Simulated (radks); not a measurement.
The mean radii <r> (bohr) of the occupied orbitals of an atom or ion are listed with their occupations. All-electron calculation, scalar-relativistic Kohn-Sham, LDA (Slater exchange, Perdew-Wang correlation), spin-polarised, spherical densities, finite nucleus; Fermi nuclear charge, rms radius of each element as measured or else 0.836 A^(1/3) + 0.57 fm. Program: a radial shooting solver on a logarithmic mesh with Libxc functionals.

| orbital | occ. | <r> |
|---|---|---|
| 1s up | 1 | 0.04555 |
| 1s down | 1 | 0.04555 |
| 2s up | 1 | 0.2030 |
| 2s down | 1 | 0.2029 |
| 2p up | 3 | 0.1772 |
| 2p down | 3 | 0.1772 |
| 3s up | 1 | 0.5861 |
| 3p up | 3 | 0.5970 |
| 3p down | 3 | 0.5990 |
| 3d up | 5 | 0.6087 |
| 3d down | 4 | 0.6129 |

Name the element and its charge. Open shells, if any, are filled with parallel spins first.

Answer. Z = 33, arsenic, charge +7: As7+ in [Ne] 3s1 3p6 3d9. The 1s radius gives Z: for a bare nucleus <r> = (2 gamma + 1)/(2Z) with gamma = sqrt(1 - (Z/c)^2), 0.04456 bohr for Z = 33, and screening makes it slightly larger (0.04555 here). The occupations add up to 26, and the charge is Z minus that.
